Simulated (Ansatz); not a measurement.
BaCl₂, charge +1, doublet, at a GFN2-xTB geometry (such geometries of metal compounds can be far from the true shape) (a state made from the parent by changing its charge; the spin is typed, not shown lowest) (core potentials on Ba); Ansatz (a quantum-chemistry and plane-wave program) with B3LYP/def2-QZVPP.

Here is a job for Ansatz.
Ansatz 0.2 input:
```yaml
crystal:
  periodic: [false, false, false]
  atoms:
    - {symbol: Ba, position_ang: [0.44228430, 0.52411127, 0.57675849]}
    - {symbol: Cl, position_ang: [0.23375230, -0.64466575, -1.88645350]}
    - {symbol: Cl, position_ang: [-1.69068882, -1.08181843, -0.01345681]}
basis:
  gaussian:
    orbitals: def2-QZVPP.json
hamiltonian:
  xc: b3lyp
total_charge: 1
magnetization: {spin_polarized: true, initial_magnetization: 1}
```
The basis file holds def2-QZVPP in the JSON format of the Basis Set Exchange.

Output, abridged:

```
Functional definition: B3LYP
1042 factors; their error is unknown
mean field evaluation 1: about -25732.2797 eV, gradient 3.3e1 eV
mean field evaluation 2: about -25725.7890 eV, gradient 4.9e1 eV
mean field evaluation 4: about -25737.8787 eV, gradient 2.9e0 eV
mean field evaluation 8: about -25737.9165 eV, gradient 4.8e-2 eV
mean field evaluation 16: about -25737.9424 eV, gradient 4.1e-4 eV
mean field -25737.94235092 eV, -945.8519355922 hartree, gradient 1.4e-5 eV, S^2 0.755254; 1 other end points of the search recorded, 0 dependent functions left out
reference -25737.94258527 eV, -945.8519442047 hartree; 22, 21 occupied and 178, 179 virtual orbitals, 1042 factors
Total energy: -25737.94258527 eV, -945.8519442047 hartree
```
